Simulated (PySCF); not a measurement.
This script is equivalent to a calculation on Cr (chromium, neutral).

```python
from pyscf import gto, scf, dft, mp, cc
import basis_set_exchange as bse
mol = gto.M(atom="Cr 0 0 0", charge=0, spin=6, symmetry="D2h",
            basis=gto.basis.parse(bse.get_basis("def2-TZVPPD", elements=["Cr"], fmt="nwchem")))
mf = dft.UKS(mol, xc="PBE0")
mf.irrep_nelec = {'Ag': (6, 3), 'B1g': (1, 0), 'B2g': (1, 0), 'B3g': (1, 0), 'B1u': (2, 2), 'B2u': (2, 2), 'B3u': (2, 2)}
mf.kernel()
```

Task: What total energy does it give?

Result: -1044.226 hartree (calculated).

Task: Which occupied shell lies highest, and where?

Result: 4s α, at -4.864 eV.

Task: What is ⟨S²⟩, and what would a pure spin state give?

Result: 12.000, against 12.00.
